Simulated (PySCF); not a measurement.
**How methods differ on the ionisation energy of Ir**

Ir [Xe] 4f14 5d7 6s2 (4F) → Ir⁺ [Xe] 4f14 5d7 6s1 (5F), as a difference of total energies. Computed with PySCF 2.14 in aug-cc-pwCVTZ-PP with ECP60MDF (8s8p7d4f3g, 122 functions), with scalar relativity through the core potential. Correlated levels: valence: 5s2 5p6 frozen; valence and next inner shell: nothing frozen outside the core potential. The calculations carry no spin-orbit coupling.

Q: Order these methods by the ionisation energy they give, lowest first.
A. MP2 (valence and next inner shell)
B. PBE0
C. UHF
D. MN15

A: C (7.029 eV), B (8.637 eV), A (8.919 eV), D (8.994 eV).

Errors of the correlated levels include the incompleteness of this basis and the frozen core.

For comparison: 8.926 eV (measured; NIST levels, between the centres of gravity of the two terms).
